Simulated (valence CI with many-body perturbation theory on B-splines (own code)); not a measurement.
## Level structure of Pt29+

Level of theory: relativistic CI+MBPT: three valence electrons over a frozen Dirac-Fock core [Kr] 4d10, a basis of 7 s, 7 p, 7 d, 7 f, 4 g, 2 h functions for each j, with the one-electron correlation potential Σ1 (screened to all orders), the two-electron term Σ2, the three-electron term Σ3, Breit, model QED; selected single and double excitations, second order for the rest, scaled by the run's own slope (own B-spline code, finite nucleus).

The last digits are not significant, and no measured levels were compared; by estimate large intervals hold to a few tenths of a per cent, small ones and those within an open d or f shell to about a per cent. Excitations out of the core, of the other parity, are not computed and may begin above about 180 eV (a cautious bound); beyond it only levels of the ground parity were kept, without lifetimes.

Levels 46 to 90 of 128, with energies above the lowest level, (4f5/2^3) J=9/2. "Leading %" is the weight of the configuration and term that name the level; weights of strongly mixed levels are sums over their largest components and can fall short. In the jj column 3d3/2^4 stands for four electrons in 3d with j = 3/2. Lifetimes count E1, E2, E3, M1 and M2 decay at the calculated energies, and are blank where another channel may lead or the interval is too uncertain; long ones can be off by a factor of two.

```
No.  Configuration  Term     J  E (cm⁻¹)  Leading %      g  Lifetime                 Leading jj
 46         4f2.5s    4H  11/2   1382400         85  1.123   2.07 μs      4f5/2 4f7/2 5s (98 %)
 47         4f2.5s    4H   9/2   1385700         49  0.956   1.00 μs      4f5/2 4f7/2 5s (96 %)
 48         4f2.5s    4F   7/2   1394300         84  1.173    745 ns      4f5/2 4f7/2 5s (99 %)
 49         4f2.5s    4F   9/2   1396900         46  1.170    801 ns      4f5/2 4f7/2 5s (99 %)
 50         4f2.5s    2F   5/2   1401000         57  0.933    652 ns      4f5/2 4f7/2 5s (95 %)
 51         4f2.5s    2F   7/2   1402200         44  1.004    618 ns      4f5/2 4f7/2 5s (97 %)
 52         4f2.5s    4H  13/2   1409500         89  1.211   2.30 μs          4f7/2^2 5s (56 %)
 53         4f2.5s    2H  11/2   1419400         72  1.064    598 ns      4f5/2 4f7/2 5s (54 %)
 54         4f2.5s    4P   1/2   1428200         78  2.357    416 ns          4f5/2^2 5s (82 %)
 55         4f2.5s    4P   5/2   1432000         43  1.320    452 ns      4f5/2 4f7/2 5s (88 %)
 56         4f2.5s    2D   3/2   1434300         51  1.016    567 ns      4f5/2 4f7/2 5s (81 %)
 57         4f2.5s    4F   9/2   1438700         50  1.213    735 ns          4f7/2^2 5s (99 %)
 58         4f2.5s    2F   7/2   1445000         55  1.054    499 ns          4f7/2^2 5s (98 %)
 59         4f2.5s    4P   3/2   1447900         76  1.602    320 ns      4f5/2 4f7/2 5s (96 %)
 60         4f2.5p   4I°   9/2   1736900         59  0.814                 4f5/2^2 5p1/2 (98 %)
 61         4f2.5p   2G°   7/2   1747400         40  0.832                 4f5/2^2 5p1/2 (97 %)
 62         4f2.5p   4G°   5/2   1761000         60  0.709                 4f5/2^2 5p1/2 (91 %)
 63         4f2.5p   2D°   3/2   1766200         44  0.743                 4f5/2^2 5p1/2 (89 %)
 64         4f2.5p   4I°  11/2   1779800         52  1.000            4f5/2 4f7/2 5p1/2 (100 %)
 65         4f2.5p   4H°   9/2   1781000         36  1.048            4f5/2 4f7/2 5p1/2 (100 %)
 66         4f2.5p   4G°   7/2   1790900         36  1.042             4f5/2 4f7/2 5p1/2 (98 %)
 67         4f2.5p   4F°   5/2   1794300         37  1.140             4f5/2 4f7/2 5p1/2 (99 %)
 68         4f2.5p   2H°   9/2   1795300         35  1.042             4f5/2 4f7/2 5p1/2 (98 %)
 69         4f2.5p   2F°   7/2   1799900         36  1.107             4f5/2 4f7/2 5p1/2 (98 %)
 70         4f2.5p   4G°  11/2   1810900         50  1.178                 4f7/2^2 5p1/2 (56 %)
 71         4f2.5p   2I°  13/2   1811400         39  1.104             4f5/2 4f7/2 5p1/2 (54 %)
 72         4f2.5p   4D°   1/2   1824100         50  0.681                 4f5/2^2 5p1/2 (86 %)
 73         4f2.5p   2D°   3/2   1827600         31  1.226             4f5/2 4f7/2 5p1/2 (84 %)
 74         4f2.5p   2F°   5/2   1830500         39  1.053             4f5/2 4f7/2 5p1/2 (86 %)
 75         4f2.5p   2F°   7/2   1837300         33  1.187                 4f7/2^2 5p1/2 (99 %)
 76         4f2.5p   2G°   9/2   1841200         34  1.079                 4f7/2^2 5p1/2 (99 %)
 77         4f2.5p   4P°   1/2   1841200         44  1.708             4f5/2 4f7/2 5p1/2 (99 %)
 78         4f2.5p   4D°   3/2   1848800         52  1.263             4f5/2 4f7/2 5p1/2 (98 %)
 79         4f2.5p   2H°  11/2   1853500         49  1.029             4f5/2 4f7/2 5p1/2 (56 %)
 80         4f2.5p   2K°  13/2   1855000         54  1.006                 4f7/2^2 5p1/2 (54 %)
 81         4f2.5p   2P°   3/2   1876900         28  1.444                 4f7/2^2 5p1/2 (93 %)
 82         4f2.5p   2D°   5/2   1878600         33  1.150                 4f7/2^2 5p1/2 (93 %)
 83         4f2.5p   2P°   1/2   1955100         90  0.663                 4f7/2^2 5p1/2 (86 %)
 84         4f2.5p   4H°   7/2   2029500         39  0.845                 4f5/2^2 5p3/2 (98 %)
 85         4f2.5p   4H°   9/2   2030500         33  0.907                 4f5/2^2 5p3/2 (95 %)
 86         4f2.5p   4I°  11/2   2043500         36  1.000                 4f5/2^2 5p3/2 (92 %)
 87         4f2.5p   4G°   5/2   2044200         79  0.643                 4f5/2^2 5p3/2 (98 %)
 88         4f2.5p   4D°   1/2   2054500         80  0.138                 4f5/2^2 5p3/2 (91 %)
 89         4f2.5p   4F°   3/2   2054600         37  0.828                 4f5/2^2 5p3/2 (90 %)
 90         4f2.5p   4G°   7/2   2064400         33  0.997                 4f5/2^2 5p3/2 (88 %)
```

Where two levels of one J and parity lie close, their mixing, g and order are uncertain.
